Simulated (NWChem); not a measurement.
System: H3O cation; SMILES [OH3+]

NWChem input:

```
start job
memory heap 200 mb stack 900 mb global 1100 mb
charge 1
geometry units angstroms noautosym nocenter noautoz
  O      0.000000     0.000000     0.078775
  H      0.669342     0.669342    -0.207386
  H      0.244996    -0.914338    -0.207386
  H     -0.914338     0.244996    -0.207386
end
basis spherical
  O library cc-pvtz
  H library cc-pvtz
end
dft
  xc xcamb88 1.00 lyp 0.81 vwn_5 0.19 hfexch 1.00
  cam 0.33 cam_alpha 0.19 cam_beta 0.46
  iterations 150
end
property
  efieldgrad
end
task dft property
```

Excerpt of the output:

```
             Northwest Computational Chemistry Package (NWChem) 7.3.0
             --------------------------------------------------------

                             Geometry "geometry" -> ""
                             -------------------------

 Output coordinates in angstroms (scale by  1.889725989 to convert to a.u.)

  No.       Tag          Charge          X              Y              Z
 ---- ---------------- ---------- -------------- -------------- --------------
    1 O                    8.0000     0.00000000     0.00000000     0.07877500
    2 H                    1.0000     0.66934200     0.66934200    -0.20738600
    3 H                    1.0000     0.24499600    -0.91433800    -0.20738600
    4 H                    1.0000    -0.91433800     0.24499600    -0.20738600

 Effective nuclear repulsion energy (a.u.)      13.8110707593

                              NWChem Property Module
                              ----------------------

  itol2e modified to match energy
  convergence criterion.

                                 NWChem DFT Module
                                 -----------------

 Summary of "ao basis" -> "ao basis" (spherical)
 ------------------------------------------------------------------------------
       Tag                 Description            Shells   Functions and Types
 ---------------- ------------------------------  ------  ---------------------
 O                          cc-pvtz                 10       30   4s3p2d1f
 H                          cc-pvtz                  6       14   3s2p1d

  itol2e modified to match energy
  convergence criterion.

            General Information
            -------------------
          SCF calculation type: DFT
          Wavefunction type:  closed shell.
          No. of atoms     :     4
          No. of electrons :    10
           Alpha electrons :     5
            Beta electrons :     5
          Charge           :     1
          Spin multiplicity:     1
          Use of symmetry is: off; symmetry adaption is: off
          Maximum number of iterations: 150
          AO basis - number of functions:    72
                     number of shells:    28
          Convergence on energy requested:  1.00D-07
          Convergence on density requested:  1.00D-05
          Convergence on gradient requested:  5.00D-04

              XC Information
              --------------
                     Hartree-Fock (Exact) Exchange  1.000
                   CAM-Becke88 Exchange Functional  1.000
                      VWN V Correlation Functional  0.190 local
              Lee-Yang-Parr Correlation Functional  0.810

           Range-Separation Parameters
           ---------------------------
           Alpha           :  0.19
           Beta            :  0.46
           Gamma           :  0.33
           Short-Range HF  :     F

             Grid Information
             ----------------
          Grid used for XC integration:  fine
          Radial quadrature: Mura-Knowles
          Angular quadrature: Lebedev.
          Tag              B.-S. Rad. Rad. Pts. Rad. Cut. Ang. Pts.
          ---              ---------- --------- --------- ---------
          O                   0.60       70           6.0       590
          H                   0.35       60           8.0       590
          Grid pruning is: on
          Number of quadrature shells:   250
          Spatial weights used:  Erf1

      Superposition of Atomic Density Guess
      -------------------------------------

 Sum of atomic energies:         -76.28009709

 Renormalizing density from      11.00 to     10

      Non-variational initial energy
      ------------------------------

 Total energy =     -71.857179
 1-e energy   =    -119.292974
 2-e energy   =      33.624724
 HOMO         =      -1.208096
 LUMO         =      -0.348488

   convergence    iter        energy       DeltaE   RMS-Dens  Diis-err
 ---------------- ----- ----------------- --------- --------- ---------
 d= 0,ls=0.0,diis     1    -76.4083284480 -9.02D+01  1.55D-02  4.31D+00
 d= 0,ls=0.0,diis     2    -76.3242898124  8.40D-02  9.54D-03  4.66D+00
 d= 0,ls=0.0,diis     3    -76.7064740005 -3.82D-01  4.77D-04  1.65D-02
 d= 0,ls=0.0,diis     4    -76.7079179192 -1.44D-03  4.76D-05  5.71D-05
 d= 0,ls=0.0,diis     5    -76.7079232895 -5.37D-06  1.97D-05  3.18D-06
 d= 0,ls=0.0,diis     6    -76.7079236026 -3.13D-07  2.81D-06  3.51D-08
 d= 0,ls=0.0,diis     7    -76.7079236084 -5.84D-09  3.56D-07  3.75D-10

         Total DFT energy =      -76.707923608450
      One electron energy =     -128.357160301323
           Coulomb energy =       47.214448094710
    Exchange-Corr. energy =       -9.376282161130
 Nuclear repulsion energy =       13.811070759293

 Numeric. integr. density =       10.000000131766

                       DFT Final Molecular Orbital Analysis
                       ------------------------------------

 Vector    3  Occ=2.000000D+00  E=-1.004432D+00
              MO Center=  9.3D-02,  9.3D-02, -1.7D-02, r^2= 7.1D-01
   Bfn.  Coefficient  Atom+Function         Bfn.  Coefficient  Atom+Function
  ----- ------------  ---------------      ----- ------------  ---------------
     8      0.251249  1 O  px                 9      0.251463  1 O  py
    32      0.225640  2 H  s                  5      0.224182  1 O  px
     6      0.224373  1 O  py                31      0.160413  2 H  s
    46     -0.112903  3 H  s                 60     -0.112737  4 H  s
    11      0.103154  1 O  px                12      0.103241  1 O  py

[...]

          -----------------------
          Electric field gradient
          -----------------------

 1 a.u. = 0.324123 10**(16) esu/cm**3  ( or statvolts/cm**2 ) = 0.97174 10**(22) v/m**2

 ------------------------------------------------------------
   Atom      X         Y         Z
 ------------------------------------------------------------
    1 O    0.00000   0.00000   0.14886
 ------------------------------------------------------------

 Electric field gradient in molecular frame (a.u.)
         XX             YY             ZZ             XY             XZ             YZ
 ------------------------------------------------------------------------------------------
       -0.912666      -0.912666       1.825332      -0.000000      -0.000000      -0.000000

 Principal components (a.u.) and orientation
 of principal axis w.r.t. absolute frame                      Asymmetry parameter eta
 --------------------------------------------------------------------------------------
        1.825332      -0.912667      -0.912666                       0.000000

       -0.000000       0.707081       0.707133
       -0.000000       0.707133      -0.707081
        1.000000       0.000000      -0.000000

 ------------------------------------------------------------
   Atom      X         Y         Z
 ------------------------------------------------------------
    2 H    1.26487   1.26487  -0.39190
 ------------------------------------------------------------

 Electric field gradient in molecular frame (a.u.)
         XX             YY             ZZ             XY             XZ             YZ
 ------------------------------------------------------------------------------------------
       -0.080294      -0.080294       0.160588      -0.229539       0.106661       0.106661

 Principal components (a.u.) and orientation
 of principal axis w.r.t. absolute frame                      Asymmetry parameter eta
 --------------------------------------------------------------------------------------
       -0.354046       0.204800       0.149246                       0.156913

        0.678560       0.198889      -0.707107
        0.678560       0.198889       0.707107
       -0.281272       0.959628       0.000000

 ------------------------------------------------------------
   Atom      X         Y         Z
 ------------------------------------------------------------
    3 H    0.46298  -1.72785  -0.39190
 ------------------------------------------------------------

 Electric field gradient in molecular frame (a.u.)
         XX             YY             ZZ             XY             XZ             YZ
 ------------------------------------------------------------------------------------------
        0.118493      -0.279081       0.160588       0.114770       0.039041      -0.145702

 Principal components (a.u.) and orientation
 of principal axis w.r.t. absolute frame                      Asymmetry parameter eta
 --------------------------------------------------------------------------------------
       -0.354046       0.204800       0.149246                       0.156913

       -0.248370       0.072798       0.965926
        0.926930      -0.271688       0.258819
        0.281272       0.959628       0.000000

 ------------------------------------------------------------
   Atom      X         Y         Z
 ------------------------------------------------------------
    4 H   -1.72785   0.46298  -0.39190
 ------------------------------------------------------------

 Electric field gradient in molecular frame (a.u.)
         XX             YY             ZZ             XY             XZ             YZ
 ------------------------------------------------------------------------------------------
       -0.279081       0.118493       0.160588       0.114770      -0.145702       0.039041

 Principal components (a.u.) and orientation
 of principal axis w.r.t. absolute frame                      Asymmetry parameter eta
 --------------------------------------------------------------------------------------
       -0.354046       0.204800       0.149246                       0.156913

        0.926930      -0.271688       0.258819
       -0.248370       0.072798       0.965926
        0.281272       0.959628       0.000000
```

Level: CAM-B3LYP/cc-pVTZ. The geometry was optimised at B3LYP/6-31G* (spherical d). NWChem prints the field gradient with the sign opposite to the second derivative of the potential.
